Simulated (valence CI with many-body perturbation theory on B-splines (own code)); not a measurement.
## Level structure of Pm XXII

Calculated by valence CI with perturbative core correlation (CI+MBPT): four valence electrons over a frozen Dirac-Fock core [Kr], a basis of 7 s, 7 p, 8 d, 6 f, 4 g, 1 h functions for each j, with the one-electron correlation potential Σ1, the two-electron term Σ2, the three-electron term Σ3, Breit, model QED; selected CI, second order for the rest, scaled by the run's own slope (own B-spline code, finite nucleus).

No measured spectrum was set against this ion. As an estimate, terms of the open shell hold to 2 to 4 % of their energy, and close levels can change places. Only levels of the ground parity were solved; by the run's estimate the other parity begins above the list, which can be wrong where configurations are misplaced.

Levels 1 to 32 of 32, with energies above the lowest level, (4d3/2^4) J=0. "Leading %" is the weight of the configuration and term that name the level; weights of strongly mixed levels are sums over their largest components and can fall short, so below about 35 % the name and the second component can differ from the true leading terms, or belong to a minority configuration. In the jj column 3d3/2^4 stands for four electrons in 3d with j = 3/2. Lifetimes count E1, E2, E3, M1 and M2 decay at the calculated energies, and are blank where another channel may lead or the interval is too uncertain; long ones can be off by a factor of two.

| No. | Configuration | Term | J | E (cm⁻¹) | Leading % | Lifetime | g | Leading jj |
| --- | --- | --- | --- | --- | --- | --- | --- | --- |
| 1 | 4d⁴ | ³P | 0 | 0.0 | 46 |  |  | 4d3/2^4 (89 %) |
| 2 | 4d⁴ | ⁵D | 1 | 27102 | 75 | 1.50 ms | 1.498 | 4d3/2^3 4d5/2 (91 %) |
| 3 | 4d⁴ | ⁵D | 2 | 44466 | 80 | 4.79 ms | 1.421 | 4d3/2^3 4d5/2 (53 %) |
| 4 | 4d⁴ | ⁵D | 3 | 54269 | 64 | 32.5 ms | 1.356 | 4d3/2^3 4d5/2 (54 %) |
| 5 | 4d⁴ | ³F | 4 | 54513 | 31 |  | 1.196 | 4d3/2^3 4d5/2 (84 %) |
| 6 | 4d⁴ | ⁵D | 0 | 78427 | 50 | 212 μs |  | 4d3/2^2 4d5/2^2 (86 %) |
| 7 | 4d⁴ | ³H | 4 | 82147 | 44 | 1.21 ms | 1.120 | 4d3/2^2 4d5/2^2 (79 %) |
| 8 | 4d⁴ | ³G | 3 | 89936 | 58 | 773 μs | 0.973 | 4d3/2^2 4d5/2^2 (60 %) |
| 9 | 4d⁴ | ³F | 2 | 91405 | 46 | 434 μs | 0.958 | 4d3/2^2 4d5/2^2 (62 %) |
| 10 | 4d⁴ | ³H | 5 | 97616 | 72 | 1.76 ms | 1.078 | 4d3/2^2 4d5/2^2 (99 %) |
| 11 | 4d⁴ | ³P | 1 | 101330 | 61 | 396 μs | 1.266 | 4d3/2^2 4d5/2^2 (80 %) |
| 12 | 4d⁴ | ³H | 6 | 104580 | 61 | 292 ms | 1.101 | 4d3/2^2 4d5/2^2 (95 %) |
| 13 | 4d⁴ | ³G | 4 | 112670 | 64 | 2.97 ms | 1.028 | 4d3/2^2 4d5/2^2 (91 %) |
| 14 | 4d⁴ | ³D | 2 | 115100 | 42 | 2.41 ms | 1.154 | 4d3/2^2 4d5/2^2 (88 %) |
| 15 | 4d⁴ | ³F | 3 | 116230 | 40 | 845 μs | 1.164 | 4d3/2^2 4d5/2^2 (81 %) |
| 16 | 4d⁴ | ³F | 4 | 128150 | 42 | 331 μs | 1.186 | 4d3/2 4d5/2^3 (64 %) |
| 17 | 4d⁴ | ³F | 3 | 138470 | 48 | 245 μs | 1.102 | 4d3/2 4d5/2^3 (86 %) |
| 18 | 4d⁴ | ¹D | 2 | 139000 | 34 | 267 μs | 1.067 | 4d3/2^2 4d5/2^2 (64 %) |
| 19 | 4d⁴ | ³G | 5 | 147200 | 72 | 571 μs | 1.151 | 4d3/2 4d5/2^3 (99 %) |
| 20 | 4d⁴ | ³D | 1 | 149080 | 73 | 178 μs | 0.764 | 4d3/2 4d5/2^3 (86 %) |
| 21 | 4d⁴ | ¹I | 6 | 151400 | 61 | 576 μs | 1.062 | 4d3/2 4d5/2^3 (95 %) |
| 22 | 4d⁴ | ³F | 4 | 156560 | 51 | 584 μs | 1.116 | 4d3/2^2 4d5/2^2 (73 %) |
| 23 | 4d⁴ | ³P | 2 | 162080 | 62 | 520 μs | 1.332 | 4d3/2^2 4d5/2^2 (54 %) |
| 24 | 4d⁴ | ¹S | 0 | 166460 | 61 | 271 μs |  | 4d3/2 4d5/2^3 (82 %) |
| 25 | 4d⁴ | ¹F | 3 | 171620 | 48 | 336 μs | 1.080 | 4d3/2 4d5/2^3 (90 %) |
| 26 | 4d⁴ | ³F | 2 | 173830 | 53 | 307 μs | 1.010 | 4d3/2^2 4d5/2^2 (49 %) |
| 27 | 4d⁴ | ³F | 3 | 198560 | 71 |  | 1.065 | 4d3/2 4d5/2^3 (98 %) |
| 28 | 4d⁴ | ³P | 1 | 199770 | 95 | 232 μs | 1.467 | 4d3/2 4d5/2^3 (94 %) |
| 29 | 4d⁴ | ¹G | 4 | 200160 | 57 | 151 μs | 1.076 | 4d5/2^4 (58 %) |
| 30 | 4d⁴ | ¹D | 2 | 203530 | 48 | 241 μs | 1.043 | 4d5/2^4 (46 %) |
| 31 | 4d⁴ | ³P | 0 | 206090 | 64 |  |  | 4d3/2^2 4d5/2^2 (59 %) |
| 32 | 4d⁴ | ¹G | 4 | 209460 | 45 |  | 1.115 | 4d3/2 4d5/2^3 (65 %) |

The ionisation energy to 4d³ ⁴F3/2 of the next ion comes out as 652.37 eV (NIST: 651 ± 4 eV (theoretical)). All 32 levels together are meant to be complete up to 214360 cm⁻¹.
